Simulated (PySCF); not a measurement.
chlorobenzene (C$_{6}$H$_{5}$Cl), singlet, geometry from GFN2-xTB; CCSD(T)/STO-3G (PySCF).

The PySCF input:
```python
from pyscf import gto, scf, cc

mol = gto.Mole()
mol.atom = '''
    Cl    2.23083293    0.17830076    0.00166627
    C     0.50565329    0.04041467    0.00037769
    C    -0.27011462    1.18803954    0.01931055
    C    -1.64922549    1.07045173    0.01816171
    C    -2.24493585   -0.17942795   -0.00167681
    C    -1.45823275   -1.31881734   -0.02048276
    C    -0.07795243   -1.21585902   -0.01957054
    H     0.20129330    2.15822886    0.03470485
    H    -2.25874719    1.96145975    0.03286497
    H    -3.32098418   -0.26543181   -0.00248054
    H    -1.91846938   -2.29532648   -0.03598506
    H     0.54159475   -2.09885305   -0.03414996
'''
mol.basis = 'sto-3g'
mol.verbose = 4
mol.build()

mf = scf.RHF(mol)
mf.kernel()

mycc = cc.CCSD(mf, frozen=11)
mycc.kernel()
et = mycc.ccsd_t()
print('E(CCSD(T)) = %.10f' % (mycc.e_tot + et))
```

### Question
What does PySCF print? Leave out banner, timings and long lists.

### Answer

```
PySCF version 2.14.0

[INPUT] verbose = 4
[INPUT] num. atoms = 12
[INPUT] num. electrons = 58
[INPUT] charge = 0
[INPUT] spin (= nelec alpha-beta = 2S) = 0
[INPUT] symmetry False subgroup None
[INPUT] Mole.unit = angstrom
[INPUT] Symbol           X                Y                Z      unit          X                Y                Z       unit  Magmom
[INPUT]  1 Cl     2.230832930000   0.178300760000   0.001666270000 AA    4.215663267361   0.336939604202   0.003148793950 Bohr   0.0
[INPUT]  2 C      0.505653290000   0.040414670000   0.000377690000 AA    0.955546232085   0.076372657715   0.000713730660 Bohr   0.0
[INPUT]  3 C     -0.270114620000   1.188039540000   0.019310550000 AA   -0.510442654041   2.245069355754   0.036491650815 Bohr   0.0
[INPUT]  4 C     -1.649225490000   1.070451730000   0.018161710000 AA   -3.116584493752   2.022860599267   0.034320657854 Bohr   0.0
[INPUT]  5 C     -2.244935850000  -0.179427950000  -0.001676810000 AA   -4.242313923718  -0.339069684592  -0.003168711663 Bohr   0.0
[INPUT]  6 C     -1.458232750000  -1.318817340000  -0.020482760000 AA   -2.755660523371  -2.492203580927  -0.038706806675 Bohr   0.0
[INPUT]  7 C     -0.077952430000  -1.215859020000  -0.019570540000 AA   -0.147308743444  -2.297640553882  -0.036982960710 Bohr   0.0
[INPUT]  8 H      0.201293300000   2.158228860000   0.034704850000 AA    0.380389207710   4.078461459532   0.065582661694 Bohr   0.0
[INPUT]  9 H     -2.258747190000   1.961459750000   0.032864970000 AA   -4.268413573731   3.706621731858   0.062105792392 Bohr   0.0
[INPUT] 10 H     -3.320984180000  -0.265431810000  -0.002480540000 AA   -6.275750564213  -0.501593425648  -0.004687541241 Bohr   0.0
[INPUT] 11 H     -1.918469380000  -2.295326480000  -0.035985060000 AA   -3.625381706564  -4.337538413662  -0.068001907976 Bohr   0.0
[INPUT] 12 H      0.541594750000  -2.098853050000  -0.034149960000 AA    1.023465748002  -3.966257440208  -0.064534071565 Bohr   0.0

nuclear repulsion = 317.505080312842
number of shells = 28
number of NR pGTOs = 132
number of NR cGTOs = 44
basis = sto-3g
ecp = {}

******** <class 'pyscf.scf.hf.RHF'> ********
method = RHF
initial guess = minao
damping factor = 0
level_shift factor = 0
DIIS = <class 'pyscf.scf.diis.CDIIS'>
diis_start_cycle = 1
diis_space = 8
diis_damp = 0
SCF conv_tol = 1e-09
SCF conv_tol_grad = None
SCF max_cycles = 50
direct_scf = True
direct_scf_tol = 1e-13
Set gradient conv threshold to 3.16228e-05
Initial guess from minao.
init E= -683.793764244635
  HOMO = -0.196893822593805  LUMO = 0.133697293514954  gap/eV = 8.99584
cycle= 1 E= -681.83308873136  delta_E= 1.96  |g|= 0.361  |ddm|= 4.83
  HOMO = -0.301828179032834  LUMO = 0.210396871324657  gap/eV = 13.93835
cycle= 2 E= -681.888039161778  delta_E= -0.055  |g|= 0.123  |ddm|= 0.741
  HOMO = -0.283397162949028  LUMO = 0.246342820564958  gap/eV = 14.41496
cycle= 3 E= -681.892945544269  delta_E= -0.00491  |g|= 0.0446  |ddm|= 0.221
  HOMO = -0.287443513425391  LUMO = 0.245975618594329  gap/eV = 14.51507
cycle= 4 E= -681.893737987927  delta_E= -0.000792  |g|= 0.00642  |ddm|= 0.0841
  HOMO = -0.288966853171322  LUMO = 0.244229238388933  gap/eV = 14.50900
cycle= 5 E= -681.893755452653  delta_E= -1.75e-05  |g|= 0.0019  |ddm|= 0.0108
  HOMO = -0.289012221233543  LUMO = 0.244299264825697  gap/eV = 14.51214
cycle= 6 E= -681.893757508289  delta_E= -2.06e-06  |g|= 0.000583  |ddm|= 0.00412
  HOMO = -0.288935455707936  LUMO = 0.244457432114962  gap/eV = 14.51436
cycle= 7 E= -681.893757803588  delta_E= -2.95e-07  |g|= 0.000202  |ddm|= 0.00177
  HOMO = -0.288949064258773  LUMO = 0.244447472469289  gap/eV = 14.51446
cycle= 8 E= -681.893757843237  delta_E= -3.96e-08  |g|= 8.44e-05  |ddm|= 0.000614
  HOMO = -0.288950344710334  LUMO = 0.244441468995527  gap/eV = 14.51433
cycle= 9 E= -681.893757850495  delta_E= -7.26e-09  |g|= 2.23e-05  |ddm|= 0.000291
  HOMO = -0.288945132768895  LUMO = 0.244445214212732  gap/eV = 14.51429
cycle= 10 E= -681.893757851117  delta_E= -6.22e-10  |g|= 7.95e-06  |ddm|= 8.45e-05
  HOMO = -0.288946038624055  LUMO = 0.244443829398597  gap/eV = 14.51428
Extra cycle  E= -681.893757851151  delta_E= -3.37e-11  |g|= 3.2e-06  |ddm|= 1.35e-05
converged SCF energy = -681.893757851151

******** <class 'pyscf.cc.ccsd.CCSD'> ********
CC2 = 0
CCSD nocc = 18, nmo = 33
frozen orbitals 11
max_cycle = 50
direct = 0
conv_tol = 1e-07
conv_tol_normt = 1e-05
diis_space = 6
diis_start_cycle = 0
diis_start_energy_diff = 1e+09
Init t2, MP2 energy = -682.245658278509  E_corr(MP2) -0.3519004273585
Init E_corr(CCSD) = -0.351900427365313
cycle = 1  E_corr(CCSD) = -0.391670011586109  dE = -0.0397695842  norm(t1,t2) = 0.0719116
cycle = 2  E_corr(CCSD) = -0.408466686357923  dE = -0.0167966748  norm(t1,t2) = 0.0344913
cycle = 3  E_corr(CCSD) = -0.421117556362007  dE = -0.01265087  norm(t1,t2) = 0.0192033
cycle = 4  E_corr(CCSD) = -0.422994642547817  dE = -0.00187708619  norm(t1,t2) = 0.00563055
cycle = 5  E_corr(CCSD) = -0.422587894789845  dE = 0.000406747758  norm(t1,t2) = 0.00196828
cycle = 6  E_corr(CCSD) = -0.422524780483559  dE = 6.31143063e-05  norm(t1,t2) = 0.000385226
cycle = 7  E_corr(CCSD) = -0.422525382893764  dE = -6.02410204e-07  norm(t1,t2) = 0.000152268
cycle = 8  E_corr(CCSD) = -0.422527496180879  dE = -2.11328712e-06  norm(t1,t2) = 3.20639e-05
cycle = 9  E_corr(CCSD) = -0.422527523772146  dE = -2.75912667e-08  norm(t1,t2) = 1.03877e-05
cycle = 10  E_corr(CCSD) = -0.422527877620272  dE = -3.53848126e-07  norm(t1,t2) = 3.53357e-06
cycle = 11  E_corr(CCSD) = -0.422527881388557  dE = -3.76828485e-09  norm(t1,t2) = 1.05454e-06
CCSD converged
E(CCSD) = -682.3162857325392  E_corr = -0.4225278813885571
CCSD(T) correction = -0.00881339851011961
E(CCSD(T)) = -682.3250991310
```
